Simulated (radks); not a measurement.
Results of a calculation; reference values are marked as such.
Initial-state core-level shifts of neutral promethium when its valence configuration changes from [Xe] 4f5 6s2. Code: a radial shooting solver on a logarithmic mesh with Libxc functionals. Model: scalar-relativistic Kohn-Sham, PBE, spin-polarised, spherical densities, point nucleus; open shells are filled with parallel spins first (spin-orbit coupling, left out, can overturn this in heavy ions). Shifts are changes of the shell-averaged eigenvalues in eV (positive: less bound).

| valence | 2s | 3d | 4s | 5p |
|---|---|---|---|---|
| 4f4 6s2 6p1 | -10.174 | -10.944 | -10.554 | -5.747 |
| 4f3 5d1 6s2 6p1 | -18.442 | -20.278 | -19.177 | -8.522 |
| 4f5.5 6s1.5 | +3.242 | +3.495 | +3.426 | +1.894 |
| 4f5 6p2 | -2.202 | -2.185 | -2.194 | -2.199 |
| 4f4 5d0.5 6s2 6p0.5 | -8.526 | -9.324 | -8.940 | -4.231 |
| 4f4 5d1 6s2 | -6.918 | -7.740 | -7.357 | -2.717 |
| 4f5 6s1 6p1 | -1.076 | -1.077 | -1.075 | -1.030 |
| 4f3 5d2 6s2 | -14.888 | -16.764 | -15.694 | -5.329 |
